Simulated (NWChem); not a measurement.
Everything below was run with NWChem. System: CH2ClNOSi, charge 0, spin multiplicity 1, at a geometry optimised with B3LYP/def2-SVP. The structure started from a generated list of species. Level: PBE/def2-TZVP.

The NWChem input:

```
start mol
memory heap 200 mb stack 800 mb global 1000 mb
geometry units angstroms nocenter noautoz noautosym
  N      2.902588     0.115137    -0.276773
  C      1.893295    -0.274231     0.149519
  O      0.797433    -0.718517     0.655735
  Si    -0.766344    -0.747658    -0.034162
  Cl    -1.477330     1.172419    -0.193793
  H     -1.551460    -1.520216     0.944674
  H     -0.662476    -1.356132    -1.377524
end
basis spherical
  * library def2-tzvp
end
dft
  xc xpbe96 cpbe96
  semidirect memsize 60000000 filesize 0
  iterations 100
end
task dft energy
```

Part of the output:

```
             Northwest Computational Chemistry Package (NWChem) 7.3.0
             --------------------------------------------------------

                                NWChem Input Module
                                -------------------

 Scaling coordinates for geometry "geometry" by  1.889725989
 (inverse scale =  0.529177249)

                             Geometry "geometry" -> ""
                             -------------------------

 Output coordinates in angstroms (scale by  1.889725989 to convert to a.u.)

  No.       Tag          Charge          X              Y              Z
 ---- ---------------- ---------- -------------- -------------- --------------
    1 N                    7.0000     2.90258800     0.11513700    -0.27677300
    2 C                    6.0000     1.89329500    -0.27423100     0.14951900
    3 O                    8.0000     0.79743300    -0.71851700     0.65573500
    4 Si                  14.0000    -0.76634400    -0.74765800    -0.03416200
    5 Cl                  17.0000    -1.47733000     1.17241900    -0.19379300
    6 H                    1.0000    -1.55146000    -1.52021600     0.94467400
    7 H                    1.0000    -0.66247600    -1.35613200    -1.37752400

 Effective nuclear repulsion energy (a.u.)     252.3991395786

            Nuclear Dipole moment (a.u.)
            ----------------------------
        X                 Y               Z
 ---------------- ---------------- ----------------
    -0.0000226767     0.0000000000    -0.0000302356


 Summary of "ao basis" -> "" (spherical)
 ------------------------------------------------------------------------------
       Tag                 Description            Shells   Functions and Types
 ---------------- ------------------------------  ------  ---------------------
 *                         def2-tzvp                  on all atoms

  pbe96 is a nonlocal functional; adding pw91lda local functional.

                                 NWChem DFT Module
                                 -----------------

 Summary of "ao basis" -> "ao basis" (spherical)
 ------------------------------------------------------------------------------
       Tag                 Description            Shells   Functions and Types
 ---------------- ------------------------------  ------  ---------------------
 N                         def2-tzvp                11       31   5s3p2d1f
 C                         def2-tzvp                11       31   5s3p2d1f
 O                         def2-tzvp                11       31   5s3p2d1f
 Si                        def2-tzvp                13       37   5s5p2d1f
 Cl                        def2-tzvp                13       37   5s5p2d1f
 H                         def2-tzvp                 4        6   3s1p

 Summary of "ao basis" -> "ao basis" (spherical)
 ------------------------------------------------------------------------------
       Tag                 Description            Shells   Functions and Types
 ---------------- ------------------------------  ------  ---------------------
 N                         def2-tzvp                11       31   5s3p2d1f
 C                         def2-tzvp                11       31   5s3p2d1f
 O                         def2-tzvp                11       31   5s3p2d1f
 Si                        def2-tzvp                13       37   5s5p2d1f
 Cl                        def2-tzvp                13       37   5s5p2d1f
 H                         def2-tzvp                 4        6   3s1p

            General Information
            -------------------
          SCF calculation type: DFT
          Wavefunction type:  closed shell.
          No. of atoms     :     7
          No. of electrons :    54
           Alpha electrons :    27
            Beta electrons :    27
          Charge           :     0
          Spin multiplicity:     1
          Use of symmetry is: off; symmetry adaption is: off
          Maximum number of iterations: 100
          AO basis - number of functions:   179
                     number of shells:    67
          Convergence on energy requested:  1.00D-06
          Convergence on density requested:  1.00D-05
          Convergence on gradient requested:  5.00D-04

              XC Information
              --------------
          PerdewBurkeErnzerhof Exchange Functional  1.000
            Perdew 1991 LDA Correlation Functional  1.000 local
           PerdewBurkeErnz. Correlation Functional  1.000 non-local

             Grid Information
             ----------------
          Grid used for XC integration:  medium
          Radial quadrature: Mura-Knowles
          Angular quadrature: Lebedev.
          Tag              B.-S. Rad. Rad. Pts. Rad. Cut. Ang. Pts.
          ---              ---------- --------- --------- ---------
          N                   0.65       49          12.0       434
          C                   0.70       49          11.0       434
          O                   0.60       49           9.0       434
          Si                  1.10       88          10.0       590
          Cl                  1.00       88          11.0       590
          H                   0.35       45          12.0       434
          Grid pruning is: on
          Number of quadrature shells:   413
          Spatial weights used:  Erf1

          Convergence Information
          -----------------------
          Convergence aids based upon iterative change in
          total energy or number of iterations.
          Levelshifting, if invoked, occurs when the
          HOMO/LUMO gap drops below (HL_TOL):  1.00D-02
          DIIS, if invoked, will attempt to extrapolate
          using up to (NFOCK): 10 stored Fock matrices.

                    Damping( 0%)  Levelshifting(0.5)       DIIS
                  --------------- ------------------- ---------------
          dE  on:    start            ASAP                start
          dE off:    2 iters        100 iters           100 iters

      Screening Tolerance Information
      -------------------------------
          Density screening/tol_rho:  1.00D-10
          AO Gaussian exp screening on grid/accAOfunc:  14
          CD Gaussian exp screening on grid/accCDfunc:  20
          XC Gaussian exp screening on grid/accXCfunc:  20
          Schwarz screening/accCoul:  1.00D-08

      Superposition of Atomic Density Guess
      -------------------------------------

 Sum of atomic energies:        -916.07990476

      Non-variational initial energy
      ------------------------------

 Total energy =    -917.780100
 1-e energy   =   -1766.168514
 2-e energy   =     595.989275
 HOMO         =      -0.383829
 LUMO         =       0.022703

------------------------------------------------------------
EAF file 0: "./mol.aoints.0" size=524288 bytes
------------------------------------------------------------
               write      read    awrite     aread      wait
               -----      ----    ------     -----      ----
     calls:        1         0         0         0         0
   data(b): 5.24e+05  0.00e+00  0.00e+00  0.00e+00
   time(s): 0.00e+00  0.00e+00  0.00e+00  0.00e+00  0.00e+00
rate(mb/s): 0.00e+00  0.00e+00
------------------------------------------------------------

   convergence    iter        energy       DeltaE   RMS-Dens  Diis-err    time
 ---------------- ----- ----------------- --------- --------- ---------  ------
 d= 0,ls=0.0,diis     1   -918.4228085827 -1.17D+03  2.21D-02  2.36D+00    11.1
 d= 0,ls=0.0,diis     2   -917.5395008780  8.83D-01  8.78D-03  8.68D+00    14.7
 d= 0,ls=0.0,diis     3   -918.4501057122 -9.11D-01  2.90D-03  1.40D+00    18.2
 d= 0,ls=0.0,diis     4   -918.5697486228 -1.20D-01  1.23D-03  2.87D-01    21.8
 d= 0,ls=0.0,diis     5   -918.5943772721 -2.46D-02  4.05D-04  2.11D-02    25.6
  Resetting Diis
 d= 0,ls=0.0,diis     6   -918.5958789290 -1.50D-03  1.79D-04  2.63D-03    29.3
 d= 0,ls=0.0,diis     7   -918.5961783306 -2.99D-04  1.08D-04  1.87D-04    32.7
 d= 0,ls=0.0,diis     8   -918.5961328129  4.55D-05  6.92D-05  5.69D-04    36.2
 d= 0,ls=0.0,diis     9   -918.5961954129 -6.26D-05  1.77D-05  4.64D-05    39.6
 d= 0,ls=0.0,diis    10   -918.5961995099 -4.10D-06  5.62D-06  5.51D-06    43.0
 d= 0,ls=0.0,diis    11   -918.5962001448 -6.35D-07  1.10D-06  1.64D-07    46.6

         Total DFT energy =     -918.596200144806
      One electron energy =    -1768.113930277884
           Coulomb energy =      667.427107896921
    Exchange-Corr. energy =      -70.308517342414
 Nuclear repulsion energy =      252.399139578572

 Numeric. integr. density =       54.000007138587

     Total iterative time =     45.3s

                       DFT Final Molecular Orbital Analysis
                       ------------------------------------

 Vector   25  Occ=2.000000D+00  E=-3.126809D-01
              MO Center= -1.2D+00,  4.7D-01, -1.8D-01, r^2= 3.3D+00
   Bfn.  Coefficient  Atom+Function         Bfn.  Coefficient  Atom+Function
  ----- ------------  ---------------      ----- ------------  ---------------
   147      0.427338  5 Cl pz               150      0.266182  5 Cl pz
   144      0.200880  5 Cl pz               145     -0.189143  5 Cl px
   138     -0.165476  5 Cl pz               169     -0.132037  6 H  s
   175      0.125807  7 H  s                148     -0.117342  5 Cl px
   170     -0.113366  6 H  s                176      0.106294  7 H  s

 Vector   26  Occ=2.000000D+00  E=-2.840794D-01
              MO Center=  2.1D+00, -1.6D-01,  1.4D-02, r^2= 2.3D+00
   Bfn.  Coefficient  Atom+Function         Bfn.  Coefficient  Atom+Function
  ----- ------------  ---------------      ----- ------------  ---------------
     8      0.264073  1 N  pz                11      0.211122  1 N  pz
    39      0.208420  2 C  pz                70     -0.196921  3 O  pz
    42      0.169065  2 C  pz                73     -0.167597  3 O  pz
     6      0.161495  1 N  px                 9      0.128958  1 N  px
    76     -0.128084  3 O  pz                14      0.126025  1 N  pz

 Vector   27  Occ=2.000000D+00  E=-2.760500D-01
              MO Center=  2.0D+00, -1.6D-01,  2.1D-02, r^2= 2.2D+00
   Bfn.  Coefficient  Atom+Function         Bfn.  Coefficient  Atom+Function
  ----- ------------  ---------------      ----- ------------  ---------------
     7      0.292217  1 N  py                10      0.234808  1 N  py
    69     -0.223317  3 O  py                38      0.200609  2 C  py
    72     -0.191001  3 O  py                41      0.167193  2 C  py
    13      0.143426  1 N  py                75     -0.141360  3 O  py
     8      0.135270  1 N  pz                11      0.108352  1 N  pz

 Vector   28  Occ=0.000000D+00  E=-6.355800D-02
              MO Center= -6.7D-01, -7.1D-01, -1.1D-01, r^2= 4.4D+00
   Bfn.  Coefficient  Atom+Function         Bfn.  Coefficient  Atom+Function
  ----- ------------  ---------------      ----- ------------  ---------------
   111      0.879307  4 Si px                 5     -0.597975  1 N  s
    43      0.450042  2 C  px               108      0.400557  4 Si px
    67     -0.321784  3 O  s                 98      0.298376  4 Si s
   113      0.264632  4 Si pz                36      0.247769  2 C  s
   148     -0.230382  5 Cl px                35      0.224658  2 C  s

 Vector   29  Occ=0.000000D+00  E=-4.915463D-02
              MO Center= -7.7D-01, -4.3D-01, -6.6D-02, r^2= 4.5D+00
   Bfn.  Coefficient  Atom+Function         Bfn.  Coefficient  Atom+Function
  ----- ------------  ---------------      ----- ------------  ---------------
   112      0.703490  4 Si py               135     -0.510896  5 Cl s
    98      0.467096  4 Si s                 97      0.375771  4 Si s
   109      0.374900  4 Si py               149      0.375171  5 Cl py
   146      0.229926  5 Cl py               134     -0.194424  5 Cl s
    96     -0.177187  4 Si s                148     -0.156456  5 Cl px

 Vector   30  Occ=0.000000D+00  E=-1.535712D-02
              MO Center= -2.1D-01, -8.7D-01, -1.0D-01, r^2= 5.8D+00
   Bfn.  Coefficient  Atom+Function         Bfn.  Coefficient  Atom+Function
  ----- ------------  ---------------      ----- ------------  ---------------
    98      1.388396  4 Si s                176     -1.024444  7 H  s
   170     -0.917569  6 H  s                 97      0.573893  4 Si s
   112     -0.555894  4 Si py                96     -0.264927  4 Si s
    14     -0.244117  1 N  pz                43      0.217557  2 C  px
    45      0.214701  2 C  pz                 8     -0.175483  1 N  pz

 center of mass
 --------------
 x =   0.01391876 y =   0.07086508 z =   0.00420978

 moments of inertia (a.u.)
 ------------------
         319.465996085747         185.696654706711         -38.196424733546
         185.696654706711         996.863462563357          54.560562639206
         -38.196424733546          54.560562639206        1227.939967296561

     Multipole analysis of the density
     ---------------------------------

     L   x y z        total         alpha         beta         nuclear
     -   - - -        -----         -----         ----         -------
     0   0 0 0     -0.000000    -27.000000    -27.000000     54.000000

     1   1 0 0     -1.629107     -0.814542     -0.814542     -0.000023
     1   0 1 0     -0.706095     -0.353047     -0.353047      0.000000
     1   0 0 1      0.167811      0.083920      0.083920     -0.000030

     2   2 0 0    -40.403277   -258.998966   -258.998966    477.594654
     2   1 1 0     -0.024027     41.994396     41.994396    -84.012820
     2   1 0 1      1.491934     -8.072311     -8.072311     17.636556
     2   0 2 0    -30.208785    -86.557493    -86.557493    142.906201
     2   0 1 1      0.377368     13.243198     13.243198    -26.109028
     2   0 0 2    -31.574686    -29.277097    -29.277097     26.979509

 Task  times  cpu:       46.7s     wall:       46.7s

 Total times  cpu:       46.7s     wall:       46.7s
```
